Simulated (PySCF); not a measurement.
Two-component Hartree-Fock for Mn (manganese, neutral)

Start: [Ar] 3d5 4s2; 3d5/2 filled at m_j = -3/2, -1/2, +1/2, +3/2, +5/2. Calculated with PySCF 2.14 in x2c-SVPall-2c with one added diffuse shell each of s, d type (6s5p4d1f, 48 functions): generalised Hartree-Fock with the X2C-1e Hamiltonian and a Gaussian nucleus; one run each with spin-orbit coupling (SO) switched off, then screened by Boettger's factors. This is a chosen level, not necessarily the ground level.

```tsv
spinor shell	electrons	ε, spin-free (eV)	ε, screened SO (eV)	weight of nominal j (screened SO)	rms radius, screened SO (bohr)
1s1/2	2	-6596.6	-6596.5	1.000	0.0704
2s1/2	2	-803.29	-803.29	1.000	0.302
2p1/2	2	-677.21	-684.66	0.979	0.271
2p3/2	4	-677.21	-673.55	0.989	0.274
3s1/2	2	-105.70	-105.70	1.000	0.917
3p1/2	2	-67.874	-68.336	0.664	0.988
3d5/2	5	-17.178	-17.177	0.593	1.29
4s1/2	2	-6.868	-6.868	1.000	3.65
```

Question: Where does 3p3/2 lie, and what is the 3p spin-orbit splitting (screened SO)?

Answer: At -67.650 eV, 0.686 eV above 3p1/2.

```tsv
quantity	spin-free	screened SO
E (hartree)	-1157.21119	-1157.22161
M_J	5/2	5/2
⟨J²⟩	8.772	8.772
⟨L²⟩	0.000	0.001
⟨S²⟩	8.772	8.771
```

Each row is a mean over spinors that exchange with the open shell spreads, by up to 13.793 eV (3p3/2).

Rows whose weight is well below 1 are mixtures of j = l ± 1/2: exchange outweighs spin-orbit coupling there, and the label is only the starting occupation.

Without spin-orbit coupling the j labels of p, d and f shells carry no meaning; the spin-free column gives the mean over the occupied spinors of each nl shell.
